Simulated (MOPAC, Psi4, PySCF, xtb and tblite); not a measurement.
Conformational energy of SMILES CC([SiH2]S)(C)C. Scanned: dihedral C2–Si5–S6–H18; all other coordinates were relaxed at GFN2-xTB. Points at φ and −φ are mirror images. Heavy atoms are numbered in the order of the SMILES CC(C)(C)[SiH2]S, hydrogens after them in the order of the atoms that carry them; the mirror image has the same energies with the sign of each dihedral reversed.

RHF/3-21G = restricted Hartree-Fock/3-21G // GFN2-xTB run with PySCF; GFN2-xTB (xtb and tblite); PM6, restricted, heats of formation // GFN2-xTB (MOPAC); PBE-D3(BJ)/def2-SVP // GFN2-xTB (Psi4).

Energies relative to the lowest point of each profile, in kcal/mol; the last columns give the difference from PBE-D3(BJ):

```json
[
 {"φ / °": "-165", "RHF/3-21G": "0.64", "GFN2-xTB": "0.08", "PM6": "0.53", "PBE-D3(BJ)/def2-SVP": "1.14", "RHF/3-21G − PBE-D3(BJ)/def2-SVP": "-0.50", "GFN2-xTB − PBE-D3(BJ)/def2-SVP": "-1.07", "PM6 − PBE-D3(BJ)/def2-SVP": "-0.61"},
 {"φ / °": "-150", "RHF/3-21G": "0.64", "GFN2-xTB": "0.29", "PM6": "0.60", "PBE-D3(BJ)/def2-SVP": "1.19", "RHF/3-21G − PBE-D3(BJ)/def2-SVP": "-0.55", "GFN2-xTB − PBE-D3(BJ)/def2-SVP": "-0.90", "PM6 − PBE-D3(BJ)/def2-SVP": "-0.58"},
 {"φ / °": "-135", "RHF/3-21G": "0.61", "GFN2-xTB": "0.55", "PM6": "0.63", "PBE-D3(BJ)/def2-SVP": "1.18", "RHF/3-21G − PBE-D3(BJ)/def2-SVP": "-0.57", "GFN2-xTB − PBE-D3(BJ)/def2-SVP": "-0.63", "PM6 − PBE-D3(BJ)/def2-SVP": "-0.55"},
 {"φ / °": "-120", "RHF/3-21G": "0.49", "GFN2-xTB": "0.73", "PM6": "0.56", "PBE-D3(BJ)/def2-SVP": "1.01", "RHF/3-21G − PBE-D3(BJ)/def2-SVP": "-0.53", "GFN2-xTB − PBE-D3(BJ)/def2-SVP": "-0.29", "PM6 − PBE-D3(BJ)/def2-SVP": "-0.46"},
 {"φ / °": "-105", "RHF/3-21G": "0.27", "GFN2-xTB": "0.74", "PM6": "0.38", "PBE-D3(BJ)/def2-SVP": "0.66", "RHF/3-21G − PBE-D3(BJ)/def2-SVP": "-0.40", "GFN2-xTB − PBE-D3(BJ)/def2-SVP": "0.08", "PM6 − PBE-D3(BJ)/def2-SVP": "-0.28"},
 {"φ / °": "-90", "RHF/3-21G": "0.04", "GFN2-xTB": "0.61", "PM6": "0.17", "PBE-D3(BJ)/def2-SVP": "0.25", "RHF/3-21G − PBE-D3(BJ)/def2-SVP": "-0.20", "GFN2-xTB − PBE-D3(BJ)/def2-SVP": "0.36", "PM6 − PBE-D3(BJ)/def2-SVP": "-0.08"},
 {"φ / °": "-75", "RHF/3-21G": "0.00", "GFN2-xTB": "0.43", "PM6": "0.02", "PBE-D3(BJ)/def2-SVP": "0.00", "RHF/3-21G − PBE-D3(BJ)/def2-SVP": "0.00", "GFN2-xTB − PBE-D3(BJ)/def2-SVP": "0.43", "PM6 − PBE-D3(BJ)/def2-SVP": "0.02"},
 {"φ / °": "-60", "RHF/3-21G": "0.25", "GFN2-xTB": "0.33", "PM6": "0.00", "PBE-D3(BJ)/def2-SVP": "0.09", "RHF/3-21G − PBE-D3(BJ)/def2-SVP": "0.16", "GFN2-xTB − PBE-D3(BJ)/def2-SVP": "0.24", "PM6 − PBE-D3(BJ)/def2-SVP": "-0.09"},
 {"φ / °": "-45", "RHF/3-21G": "0.76", "GFN2-xTB": "0.35", "PM6": "0.15", "PBE-D3(BJ)/def2-SVP": "0.53", "RHF/3-21G − PBE-D3(BJ)/def2-SVP": "0.23", "GFN2-xTB − PBE-D3(BJ)/def2-SVP": "-0.18", "PM6 − PBE-D3(BJ)/def2-SVP": "-0.38"},
 {"φ / °": "-30", "RHF/3-21G": "1.41", "GFN2-xTB": "0.44", "PM6": "0.40", "PBE-D3(BJ)/def2-SVP": "1.19", "RHF/3-21G − PBE-D3(BJ)/def2-SVP": "0.21", "GFN2-xTB − PBE-D3(BJ)/def2-SVP": "-0.75", "PM6 − PBE-D3(BJ)/def2-SVP": "-0.79"},
 {"φ / °": "-15", "RHF/3-21G": "2.00", "GFN2-xTB": "0.54", "PM6": "0.66", "PBE-D3(BJ)/def2-SVP": "1.79", "RHF/3-21G − PBE-D3(BJ)/def2-SVP": "0.21", "GFN2-xTB − PBE-D3(BJ)/def2-SVP": "-1.24", "PM6 − PBE-D3(BJ)/def2-SVP": "-1.12"},
 {"φ / °": "0", "RHF/3-21G": "2.24", "GFN2-xTB": "0.58", "PM6": "0.77", "PBE-D3(BJ)/def2-SVP": "2.02", "RHF/3-21G − PBE-D3(BJ)/def2-SVP": "0.22", "GFN2-xTB − PBE-D3(BJ)/def2-SVP": "-1.43", "PM6 − PBE-D3(BJ)/def2-SVP": "-1.24"},
 {"φ / °": "15", "RHF/3-21G": "2.00", "GFN2-xTB": "0.54", "PM6": "0.66", "PBE-D3(BJ)/def2-SVP": "1.79", "RHF/3-21G − PBE-D3(BJ)/def2-SVP": "0.21", "GFN2-xTB − PBE-D3(BJ)/def2-SVP": "-1.24", "PM6 − PBE-D3(BJ)/def2-SVP": "-1.12"},
 {"φ / °": "30", "RHF/3-21G": "1.41", "GFN2-xTB": "0.44", "PM6": "0.40", "PBE-D3(BJ)/def2-SVP": "1.19", "RHF/3-21G − PBE-D3(BJ)/def2-SVP": "0.21", "GFN2-xTB − PBE-D3(BJ)/def2-SVP": "-0.75", "PM6 − PBE-D3(BJ)/def2-SVP": "-0.79"},
 {"φ / °": "45", "RHF/3-21G": "0.76", "GFN2-xTB": "0.35", "PM6": "0.15", "PBE-D3(BJ)/def2-SVP": "0.53", "RHF/3-21G − PBE-D3(BJ)/def2-SVP": "0.23", "GFN2-xTB − PBE-D3(BJ)/def2-SVP": "-0.18", "PM6 − PBE-D3(BJ)/def2-SVP": "-0.38"},
 {"φ / °": "60", "RHF/3-21G": "0.25", "GFN2-xTB": "0.33", "PM6": "0.00", "PBE-D3(BJ)/def2-SVP": "0.09", "RHF/3-21G − PBE-D3(BJ)/def2-SVP": "0.16", "GFN2-xTB − PBE-D3(BJ)/def2-SVP": "0.24", "PM6 − PBE-D3(BJ)/def2-SVP": "-0.09"},
 {"φ / °": "75", "RHF/3-21G": "0.00", "GFN2-xTB": "0.43", "PM6": "0.02", "PBE-D3(BJ)/def2-SVP": "0.00", "RHF/3-21G − PBE-D3(BJ)/def2-SVP": "0.00", "GFN2-xTB − PBE-D3(BJ)/def2-SVP": "0.43", "PM6 − PBE-D3(BJ)/def2-SVP": "0.02"},
 {"φ / °": "90", "RHF/3-21G": "0.04", "GFN2-xTB": "0.61", "PM6": "0.17", "PBE-D3(BJ)/def2-SVP": "0.25", "RHF/3-21G − PBE-D3(BJ)/def2-SVP": "-0.20", "GFN2-xTB − PBE-D3(BJ)/def2-SVP": "0.36", "PM6 − PBE-D3(BJ)/def2-SVP": "-0.08"},
 {"φ / °": "105", "RHF/3-21G": "0.27", "GFN2-xTB": "0.74", "PM6": "0.38", "PBE-D3(BJ)/def2-SVP": "0.66", "RHF/3-21G − PBE-D3(BJ)/def2-SVP": "-0.40", "GFN2-xTB − PBE-D3(BJ)/def2-SVP": "0.08", "PM6 − PBE-D3(BJ)/def2-SVP": "-0.28"},
 {"φ / °": "120", "RHF/3-21G": "0.49", "GFN2-xTB": "0.73", "PM6": "0.56", "PBE-D3(BJ)/def2-SVP": "1.01", "RHF/3-21G − PBE-D3(BJ)/def2-SVP": "-0.53", "GFN2-xTB − PBE-D3(BJ)/def2-SVP": "-0.29", "PM6 − PBE-D3(BJ)/def2-SVP": "-0.46"},
 {"φ / °": "135", "RHF/3-21G": "0.61", "GFN2-xTB": "0.55", "PM6": "0.63", "PBE-D3(BJ)/def2-SVP": "1.18", "RHF/3-21G − PBE-D3(BJ)/def2-SVP": "-0.57", "GFN2-xTB − PBE-D3(BJ)/def2-SVP": "-0.63", "PM6 − PBE-D3(BJ)/def2-SVP": "-0.55"},
 {"φ / °": "150", "RHF/3-21G": "0.64", "GFN2-xTB": "0.29", "PM6": "0.60", "PBE-D3(BJ)/def2-SVP": "1.19", "RHF/3-21G − PBE-D3(BJ)/def2-SVP": "-0.55", "GFN2-xTB − PBE-D3(BJ)/def2-SVP": "-0.90", "PM6 − PBE-D3(BJ)/def2-SVP": "-0.58"},
 {"φ / °": "165", "RHF/3-21G": "0.64", "GFN2-xTB": "0.08", "PM6": "0.53", "PBE-D3(BJ)/def2-SVP": "1.14", "RHF/3-21G − PBE-D3(BJ)/def2-SVP": "-0.50", "GFN2-xTB − PBE-D3(BJ)/def2-SVP": "-1.07", "PM6 − PBE-D3(BJ)/def2-SVP": "-0.61"},
 {"φ / °": "180", "RHF/3-21G": "0.64", "GFN2-xTB": "0.00", "PM6": "0.49", "PBE-D3(BJ)/def2-SVP": "1.12", "RHF/3-21G − PBE-D3(BJ)/def2-SVP": "-0.48", "GFN2-xTB − PBE-D3(BJ)/def2-SVP": "-1.12", "PM6 − PBE-D3(BJ)/def2-SVP": "-0.63"}
]
```

RHF/3-21G is furthest from PBE-D3(BJ)/def2-SVP at -135 (-0.57 kcal/mol, below); its mean absolute difference over the points is 0.33 kcal/mol.

GFN2-xTB is furthest from PBE-D3(BJ)/def2-SVP at 0 (-1.43 kcal/mol, below); its mean absolute difference over the points is 0.62 kcal/mol.

PM6 is furthest from PBE-D3(BJ)/def2-SVP at 0 (-1.24 kcal/mol, below); its mean absolute difference over the points is 0.49 kcal/mol.
